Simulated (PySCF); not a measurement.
Isomers of C4H6OSSi, mass 129.991 u with the commonest isotopes. Computed with PBE0/def2-SVPD in PySCF (dipole) on a GFN2-xTB geometry, gas phase. One conformer each, none proved a minimum here; rigid rotors.

**Question.** Order these by dipole moment, smallest first.
A. `C[Si@H]1C=CC(=S)O1`
B. `[SiH3:1][O:2][c:3]1[cH:4][cH:5][s:6][cH:7]1` with Si1–O2–C3–C4 180°
C. `[CH:1]#[C:2][CH2:3][C:4](=[O:5])[SiH2:6][SH:7]` with C2–C3–C4–O5 -146°, C3–C4–Si6–S7 168°, C4–Si6–S7–H 6°
D. `O=C1CSC=C1[SiH3]`
E. `[CH2:1]=[CH:2][SiH2:3][O:4][CH:5]=[C:6]=[S:7]` with C1–C2–Si3–O4 -177°, C2–Si3–O4–C5 180°, Si3–O4–C5–C6 1°
F. `[O:1]=[CH:2][C@H:3]1[SiH2:4][CH:5]=[CH:6][S:7]1` with O1–C2–C3–Si4 88°

**Answer.** B (0.52 D), E (1.37 D), D (2.64 D), C (3.13 D), F (3.38 D), A (5.14 D).

**Question.** Order these by radius of gyration √(Σ m r²/M), largest first.
A. `[CH2:1]=[CH:2][SiH2:3][O:4][CH:5]=[C:6]=[S:7]` with C1–C2–Si3–O4 -177°, C2–Si3–O4–C5 180°, Si3–O4–C5–C6 1°
B. `[CH:1]#[C:2][CH2:3][C:4](=[O:5])[SiH2:6][SH:7]` with C2–C3–C4–O5 -146°, C3–C4–Si6–S7 168°, C4–Si6–S7–H 6°
C. `O=C1CSC=C1[SiH3]`
D. `[SiH3:1][O:2][c:3]1[cH:4][cH:5][s:6][cH:7]1` with Si1–O2–C3–C4 180°
E. `[O:1]=[CH:2][C@H:3]1[SiH2:4][CH:5]=[CH:6][S:7]1` with O1–C2–C3–Si4 88°

**Answer.** A (2.527 Å), B (2.204 Å), D (2.133 Å), C (2.010 Å), E (1.920 Å).

**Question.** Order these by rotational constant C, largest first.
A. `[O:1]=[CH:2][C@H:3]1[SiH2:4][CH:5]=[CH:6][S:7]1` with O1–C2–C3–Si4 88°
B. `[CH2:1]=[CH:2][SiH2:3][O:4][CH:5]=[C:6]=[S:7]` with C1–C2–Si3–O4 -177°, C2–Si3–O4–C5 180°, Si3–O4–C5–C6 1°
C. `[SiH3:1][O:2][c:3]1[cH:4][cH:5][s:6][cH:7]1` with Si1–O2–C3–C4 180°
D. `O=C1CSC=C1[SiH3]`
E. `[CH:1]#[C:2][CH2:3][C:4](=[O:5])[SiH2:6][SH:7]` with C2–C3–C4–O5 -146°, C3–C4–Si6–S7 168°, C4–Si6–S7–H 6°
F. `C[Si@H]1C=CC(=S)O1`

**Answer.** A (1092 MHz), F (997.2 MHz), D (970.4 MHz), C (858.8 MHz), E (814.9 MHz), B (611.0 MHz).

```json
{"SMILES": "O=C[C@H]1[SiH2]C=CS1", "point group": "C1", "Ia (u·Å²)": "182.36", "Ib (u·Å²)": "313.61", "Ic (u·Å²)": "462.70", "κ": "-0.38", "μa (D)": "3.26", "μb (D)": "0.86", "μc (D)": "0.15"}
{"SMILES": "O=C1CSC=C1[SiH3]", "point group": "Cs", "Ia (u·Å²)": "155.69", "Ib (u·Å²)": "374.15", "Ic (u·Å²)": "520.78", "κ": "-0.67", "μa (D)": "1.64", "μb (D)": "2.06", "μc (D)": "0.00"}
{"SMILES": "[SiH3]Oc1ccsc1", "point group": "Cs", "Ia (u·Å²)": "91.74", "Ib (u·Å²)": "502.46", "Ic (u·Å²)": "588.47", "κ": "-0.94", "μa (D)": "0.50", "μb (D)": "0.13", "μc (D)": "0.00"}
{"SMILES": "C=C[SiH2]OC=C=S", "point group": "near Cs", "Ia (u·Å²)": "74.49", "Ib (u·Å²)": "758.46", "Ic (u·Å²)": "827.15", "κ": "-0.98", "μa (D)": "1.35", "μb (D)": "0.25", "μc (D)": "0.00"}
{"SMILES": "C[Si@H]1C=CC(=S)O1", "point group": "C1", "Ia (u·Å²)": "120.08", "Ib (u·Å²)": "434.15", "Ic (u·Å²)": "506.80", "κ": "-0.90", "μa (D)": "4.78", "μb (D)": "1.85", "μc (D)": "0.38"}
{"SMILES": "C#CCC(=O)[SiH2]S", "point group": "C1", "Ia (u·Å²)": "142.96", "Ib (u·Å²)": "499.27", "Ic (u·Å²)": "620.20", "κ": "-0.85", "μa (D)": "2.91", "μb (D)": "0.91", "μc (D)": "0.72"}
```
